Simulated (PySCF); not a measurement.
SnFI₃, SMILES [I][Sn]([F])([I])[I].

Geometry optimised at B3LYP-D3(BJ)/def2-SVP. The structure was generated by enumeration; whether it is a known compound was not checked. The def2 effective core potentials stand for the cores of I, Sn; spin–orbit coupling is left out.

Computed with PBE/def2-TZVP (PySCF).

Symmetry labels are those of the subgroup Cs that the program uses (full group C3v).

### Question
List the valence orbital energies around the gap with their symmetry. (The exact figures need the calculation; the answer reports its results.)

### Answer

```
orbital  symmetry  energy (eV)
-------  --------  -----------
HOMO−7         A"        -8.61
HOMO−6         A'        -8.61
HOMO−5         A'        -7.44
HOMO−4         A'        -7.32
HOMO−3         A"        -7.32
HOMO−2         A"        -7.10
HOMO−1         A'        -7.10
HOMO           A"        -6.97
LUMO           A'        -4.55
LUMO+1         A'        -1.71
LUMO+2         A"        -1.56
LUMO+3         A'        -1.56
```
